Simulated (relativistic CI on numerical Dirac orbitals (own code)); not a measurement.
## Ir LVIII: sensitivity of the levels to the model

Base calculation: Dirac-Coulomb-Breit CI, orbitals from a KLI potential per configuration, model QED (radiative potential, 1s self-energy scaled to tabulated hydrogen-like ionisation energies), unscaled Slater integrals.

CI space (outside the closed core [Ne]): 3s²3p⁶3d², 3s²3p⁵3d³, 3s3p⁶3d³, 3s²3p⁶3d4s, 3s²3p⁶3d4p, 3s²3p⁶3d4d, 3s²3p⁵3d²4s, 3s²3p⁶3d4f, 3s²3p⁵3d²4p, 3s²3p⁵3d²4d, 3s3p⁶3d²4s, 3p⁶3d³4p, 3s²3p⁶4s², 3s3p⁶3d²4p, 3s²3p⁶4s4p, 3s²3p⁶3d5s, 3s²3p⁶3d5d, 3s²3p⁶3d5g, 3p⁶3d⁴, 3p⁵3d⁵, 3p⁵3d⁴4s, 3p⁶3d³4s, 3p⁵3d³4s², 3s²3p⁶4p², 3s²3p⁵4s4p², 3s²3p⁶4s4d, 3s²3p⁵4s²4d, 3s3p⁶3d4s², 3s3p⁶4s²4p, 3s3p⁶4s²4d. Double excitations out of closed p, d and f shells are left out; levels of such configurations are missing from the list, as are those of other unlisted configurations, and high levels can miss mixing partners. These lack a partner that the ground configuration has and come out too high: 3s²3p⁵3d²4p, 3s²3p⁵3d²4d.

The lowest level and the first level of each name with at least 55 % of one term (blank where a level has no safe partner in the second run):

| Level | Base (eV) | Shift (eV) |
| --- | --- | --- |
| 3s²3p⁶3d² ³F2 | 0.000 | 0.000 |
| 3s²3p⁶3d² ³P0 | 25.562 | -2.316 |
| 3s²3p⁶3d² ³F3 | 87.585 | +0.352 |
| 3s²3p⁶3d² ¹G4 | 102.433 | -1.127 |
| 3s²3p⁶3d² ³P1 | 104.209 | -1.153 |
| 3s²3p⁶3d² ³F4 | 183.950 | -0.224 |
| 3s²3p⁶3d² ¹S0 | 219.742 | -3.629 |
| 3s²3p⁵3d³ ³I°7 | 472.368 | +0.938 |
| 3s²3p⁵3d³ ³P°1 | 473.786 | +1.081 |

At this charge energies of transitions that change n are usually good to better than 1 %, and those within a shell (Δn = 0) to a few per cent.

Problem. One thing was changed in a second run, which moved the levels as shown. Which?
A. QED terms removed
B. configuration mixing switched off
C. only the first configuration
D. valence Slater integrals scaled by 0.9
E. Breit term removed

Solution. D. Valence Slater integrals scaled by 0.9. Scaling acts on the splittings between terms and on the mixing, and leaves the fine structure of pure LS terms nearly alone; in jj coupling it moves the levels of one term differently.

LS names give the leading component of a level, which can be under half, so a name can repeat, a term be missing and a line seem to break the LS rules.
